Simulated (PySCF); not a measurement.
C3H3N2, SMILES C1=CC=N[N]1 (connectivity only; charge and spin as stated), charge -1, multiplicity 1. The structure is a stationary point at r2SCAN-D4/def2-SVPD. The multiplicity is an assumed one; other spin states were not compared. The isomer is the one that the SMILES or the coordinates give; other isomers of the formula were not compared.

These are r2SCAN-D4/def2-SVPD (PySCF) values and carry that method's errors.

Harmonic wavenumbers (cm⁻¹): 644, 680, 709, 767, 797, 899, 926, 1020, 1035, 1148, 1163, 1237, 1373, 1420, 1482, 3138, 3142, 3185. Rotational constants (GHz): 9.860, 9.767, 4.906; symmetry number 2.

Question: Work out the zero-point energy and the ideal-gas rigid-rotor harmonic-oscillator thermochemistry at 298.15 K and 1 atm.

Answer: ZPE = ½ Σ hcν = ½ × 24765 cm⁻¹ = 35.40 kcal/mol. H − E(el) = 38.26 kcal/mol. Entropy in cal/(mol K): translation 38.53, rotation 22.66, vibration 2.07, total 63.25. G − E(el) = 19.40 kcal/mol. Cp = 14.54 cal/(mol K).
